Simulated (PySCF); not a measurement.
Order these species by their calculated properties.

All species are isolated and taken at one optimised geometry (atoms past krypton carry core potentials, spin–orbit coupling is left out). Electronic properties by PySCF.

Dipoles, sizes and rotational constants follow the conformer. The torsions of the flexible species, by atom-mapped SMILES:
- `[CH3:1][S:2][Si:3]([CH3:4])([S:5][CH3:6])[S:7][CH3:8]`: C1–S2–Si3–C4 -176°, S2–Si3–S5–C6 -66°, S2–Si3–S7–C8 -173°
- `[CH3:1][O:2][C:3](=[O:4])[O:5][CH3:6]`: C1–O2–C3–O4 0°, O2–C3–O5–C6 180°
- `[CH3:1][As:2]([CH3:3])[CH2:4][CH:5]1[CH2:6][CH2:7]1`: C1–As2–C4–C5 168°, As2–C4–C5–C6 149°
- `[CH3:1]/[CH:2]=[CH:3]\[CH2:4][As:5]([CH3:6])[CH3:7]`: C2–C3–C4–As5 -86°, C3–C4–As5–C6 -63°
- `[CH3:1][CH:2]([CH3:3])[O:4][CH:5]1[CH2:6][O:7][CH2:8]1`: C1–C2–O4–C5 -67°, C2–O4–C5–C6 -169°
- `[F:1][SiH2:2][CH:3]1[CH2:4][CH2:5]1`: F1–Si2–C3–C4 151°
- `[CH3:1][CH2:2][NH:3][CH:4]=[O:5]`: C1–C2–N3–C4 -91°, C2–N3–C4–O5 -3°
- `[CH3:1][CH2:2][CH2:3]/[CH:4]=[CH:5]/[CH2:6][AsH2:7]`: C1–C2–C3–C4 179°, C2–C3–C4–C5 118°, C4–C5–C6–As7 110°, H–As7–C6–C5 -77°, H–As7–C6–C5 -170°

The conformers of `C[C@@H]1COC[C@H](C)O1` aren't listed.

Question: Rank by vertical ionisation energy, lowest first (ΔSCF PBE0/def2-SVPD at PBE0-D3(BJ)/def2-SVP geometries).
A. `C1C2(CC2)[C@@H]1Cl`
B. `C/C=C\C[As](C)C`
C. `CS[Si](C)(SC)SC`
D. `O(C)C(OC)=O`
E. `C[As](C)CC1CC1`
F. `[F][Pb]([F])([F])[F]`

Answer: B (8.05 eV), E (8.25 eV), C (8.45 eV), A (9.70 eV), D (10.95 eV), F (14.49 eV).

Give the two extremes of that set in kJ/mol.

`C/C=C\C[As](C)C`: 777 kJ/mol; `[F][Pb]([F])([F])[F]`: 1398 kJ/mol.

Question: Rank by HOMO–LUMO gap, lowest first (PBE0/def2-SVPD at PBE0-D3(BJ)/def2-SVP geometries).
A. `C[As](C)CC1CC1`
B. `Cl[C@@H]1CC12CC2`
C. `C/C=C\C[As](C)C`
D. `COC(=O)OC`
E. `C1[C@H](O[C@H](CO1)C)C`
F. `CS[Si](C)(SC)SC`

Answer: C (6.52 eV), F (6.83 eV), A (7.14 eV), E (7.70 eV), B (8.33 eV), D (9.12 eV).

Give the two extremes of that set in kcal/mol.

`C/C=C\C[As](C)C`: 150 kcal/mol; `COC(=O)OC`: 210 kcal/mol.

Question: Rank by lowest triplet excitation (Tamm–Dancoff), lowest first (TDA PBE0/def2-SVPD at PBE0-D3(BJ)/def2-SVP geometries).
A. `C(/C=C\C)[As](C)C`
B. `CS[Si](C)(SC)SC`
C. `COC(=O)OC`
D. `C[As](C)CC1CC1`
E. `Cl[C@@H]1CC12CC2`
F. `[F][Pb]([F])([F])[F]`

Answer: F (3.90 eV), A (4.02 eV), B (5.14 eV), D (5.27 eV), E (6.14 eV), C (6.65 eV).

By how much do the two ends of that ranking differ?

By 2.75 eV, between `COC(=O)OC` and `[F][Pb]([F])([F])[F]`.

Question: Rank by static isotropic polarisability, highest first (PBE0/def2-SVPD at PBE0-D3(BJ)/def2-SVP geometries).
A. `C[As](C)CC1CC1`
B. `[Cl][Sc]`
C. `CS[Si](C)(SC)SC`
D. `C/C=C\C[As](C)C`
E. `[F][Pb]([F])([F])[F]`
F. `Cl[C@@H]1CC12CC2`
G. `COC(=O)OC`
H. `CC(C)OC1COC1`

Answer: C (139.7 au), B (117.7 au), D (110.2 au), A (104.9 au), H (80.3 au), F (70.4 au), G (49.5 au), E (41.6 au).

Give the two extremes of that set as polarisability volumes in Å³.

`[F][Pb]([F])([F])[F]`: 6.16 Å³; `CS[Si](C)(SC)SC`: 20.70 Å³.

Question: Rank by smallest rotational constant, highest first (PBE0-D3(BJ)/def2-SVP).
A. `CCNC=O`
B. `[F][Pb]([F])([F])[F]`
C. `F[SiH2]C1CC1`
D. `[Cl][Sc]`
E. `C/C=C\C[As](C)C`

Answer: D (5.276 GHz), A (2.915 GHz), B (2.448 GHz), C (2.043 GHz), E (0.916 GHz).

Question: Rank by lowest singlet excitation, lowest first (TDDFT PBE0/def2-SVPD at PBE0-D3(BJ)/def2-SVP geometries).
A. `C(C)(OC1COC1)C`
B. `C[As](C)CC1CC1`
C. `O(C)C(=O)OC`
D. `CCC/C=C/C[AsH2]`
E. `Cl[C@@H]1CC12CC2`
F. `C/C=C\C[As](C)C`
G. `[F][Pb]([F])([F])[F]`

Answer: G (4.60 eV), F (5.58 eV), D (5.92 eV), B (6.14 eV), E (6.78 eV), A (6.88 eV), C (7.13 eV).

By how much do the two ends of that ranking differ?

By 2.53 eV, between `COC(=O)OC` and `[F][Pb]([F])([F])[F]`.
